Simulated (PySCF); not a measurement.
Mo(O)(NH)(NH2)(Me) (CH₆MoN₂O), SMILES [CH3][Mo](=[NH])([NH2])=[O], multiplicity 1. Atoms are numbered in the order given.

```xyz
11

Mo     0.0790     0.0096    -0.0655
O      1.7538     0.1275     0.2268
N     -0.3600    -1.0191    -1.4214
H      0.0562    -1.6207    -2.1461
N     -0.8217     1.7216    -0.2474
H     -0.4330     2.5927     0.1327
H     -1.5471     1.9301    -0.9415
C     -0.7473    -0.9690     1.6297
H     -0.2818    -1.9679     1.7553
H     -1.8408    -1.0992     1.5025
H     -0.5467    -0.3634     2.5383
```

Geometry: PBE-D3(BJ)/def2-SVP. The multiplicity is an assumed one; no other spin state was optimised. The structure was generated by enumeration; whether it is a known compound was not checked. The def2 effective core potentials stand for the cores of Mo; spin–orbit coupling is left out. The values are those of a single conformer.

Computed with PBE/def2-TZVP run with PySCF.

ESP charges are fitted to the potential on shells at 1.4 to 2.0 van der Waals radii. Atomic charges (e):

```json
[
 {"atom": "Mo1", "Mulliken": "1.42", "ESP fit": "1.25", "Löwdin": "0.56"},
 {"atom": "O2", "Mulliken": "[?]", "ESP fit": "-0.49", "Löwdin": "-0.27"},
 {"atom": "N3", "Mulliken": "[?]", "ESP fit": "-0.75", "Löwdin": "-0.33"},
 {"atom": "H4", "Mulliken": "0.24", "ESP fit": "0.37", "Löwdin": "0.16"},
 {"atom": "N5", "Mulliken": "-0.78", "ESP fit": "-0.99", "Löwdin": "-0.33"},
 {"atom": "H6", "Mulliken": "[?]", "ESP fit": "0.40", "Löwdin": "0.16"},
 {"atom": "H7", "Mulliken": "[?]", "ESP fit": "0.39", "Löwdin": "0.16"},
 {"atom": "C8", "Mulliken": "-0.62", "ESP fit": "-0.61", "Löwdin": "-0.49"},
 {"atom": "H9", "Mulliken": "[?]", "ESP fit": "0.14", "Löwdin": "0.13"},
 {"atom": "H10", "Mulliken": "[?]", "ESP fit": "0.15", "Löwdin": "0.13"},
 {"atom": "H11", "Mulliken": "[?]", "ESP fit": "0.15", "Löwdin": "0.13"}
]
```

### Question
Fill in the missing entries. (An estimate is asked for; the answer gives what the named calculation found.)

### Answer

- O2, Mulliken: -0.54
- N3, Mulliken: -0.66
- H6, Mulliken: 0.25
- H7, Mulliken: 0.26
- H9, Mulliken: 0.15
- H10, Mulliken: 0.15
- H11, Mulliken: 0.14
